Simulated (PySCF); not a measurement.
Calculation: PySCF 2.14.0 with TPSSh-D3(BJ)/def2-TZVP // TPSS-D3(BJ)/def2-SVP. Gas-phase values, no solvent. One relaxed conformer stands for a flexible species; it need not be the lowest. 

Reference species: [Cd(Cl)2] (neutral, multiplicity 1).

```json
{
  "charge on the central atom (Mulliken)": "0.81 e",
  "HOMO–LUMO gap": "5.43 eV",
  "coordination_number": "2"
}
```

Changed species: [Cd(Cl)(OH)] (1 of 2 Cl replaced by OH; the reference has 0 of 2 Cl replaced by OH).

What does the change do to the charge on the central atom (Mulliken), HOMO–LUMO gap and coordination number?

the charge on the central atom (Mulliken) rises by 0.02 e, to 0.83 e; the HOMO–LUMO gap falls by 0.29 eV, to 5.14 eV; the coordination number stays essentially unchanged.
